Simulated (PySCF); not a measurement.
B3LYP has the VWN-RPA correlation part, as in Gaussian. 

Cartesian coordinates (Å):
```xyz
7

Zn    -0.0267     0.1996    -0.1074
N     -0.1342     0.9088     1.5753
H     -0.5411     1.8501     1.6250
H      0.7618     0.9641     2.0746
N      0.1142    -0.7528    -1.6627
H      0.3279    -0.1935    -2.4967
H     -0.7164    -1.3077    -1.9025
```
Charge 0, spin multiplicity 1.

What is the computed HOMO–LUMO gap, LUMO and charge on the central atom (Mulliken) (PySCF with B3LYP-D3(BJ)/def2-TZVP // TPSS-D3(BJ)/def2-SVP)?


```
Item                                     Result
-------------------------------------  --------
HOMO–LUMO gap                           5.86 eV
LUMO                                   -0.75 eV
charge on the central atom (Mulliken)    0.46 e
```
